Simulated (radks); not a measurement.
Q: All-electron atom: Cs XVI in [Kr] 4d3 7s1 (not the ground configuration). Method: Dirac Kohn-Sham, PBE, spin-unpolarised, spherical densities, point nucleus; open shells fill j = l - 1/2 first; computed with a radial shooting solver on a logarithmic mesh with Libxc functionals. Some entries of the table are withheld. Estimate them.

orbital  occ.  eigenvalue (hartree)  <1/r> (bohr^-1)  r(max) (bohr)
1s1/2       2                   (1)            59.41        0.01678
2s1/2       2             -219.6937            13.93        0.09501
2p1/2       2             -207.5011            13.91        0.07269
2p3/2       4             -194.5477            12.74        0.07766
3s1/2       2             -55.90419            5.015         0.2720
3p1/2       2                   (2)              (3)         0.2585
3p3/2       4                   (4)              (5)         0.2693
3d3/2       4                   (6)            4.501         0.2174
3d5/2       6                   (7)            4.427         0.2205
4s1/2       2                   (8)            2.166         0.6256
4p1/2       2             -18.01885            2.083         0.6339
4p3/2       4             -17.41570            1.996         0.6545
4d3/2       3             -14.23620            1.840            (9)
4d5/2       0             -14.12008            1.820           (10)
7s1/2       1              -3.92837           0.4726          3.237

A: 
(1) 1s1/2 eigenvalue (hartree): -1328.171
(2) 3p1/2 eigenvalue (hartree): -50.82738
(3) 3p1/2 <1/r> (bohr^-1): 4.928
(4) 3p3/2 eigenvalue (hartree): -48.31645
(5) 3p3/2 <1/r> (bohr^-1): 4.638
(6) 3d3/2 eigenvalue (hartree): -39.44686
(7) 3d5/2 eigenvalue (hartree): -38.91009
(8) 4s1/2 eigenvalue (hartree): -19.93085
(9) 4d3/2 r(max) (bohr): 0.6663
(10) 4d5/2 r(max) (bohr): 0.6724
